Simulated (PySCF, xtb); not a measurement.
C₂H₅Cd, SMILES C[CH2][Cd+], charge +1.

Harmonic wavenumbers (cm⁻¹) from GFN2-xTB run with xtb at its own minimum, in rising order: 208, 268, 382, 681, 893, 932, 1054, 1088, 1170, 1344, 1369, 1407, 1423, 2883, 2905, 2943, 2966, 2974.

Problem. What does PBE-D3(BJ)/def2-TZVP (PySCF) give at its own minimum? (The exact figures need the calculation; the answer reports its results.)

Solution. 189, 247, 344, 680, 869, 875, 1032, 1100, 1192, 1327, 1377, 1414, 1442, 2891, 3027, 3034, 3086, 3116. Paired by order, the mean absolute difference is 42 cm⁻¹ and the zero-point energies are 38.4 and 38.9 kcal/mol.
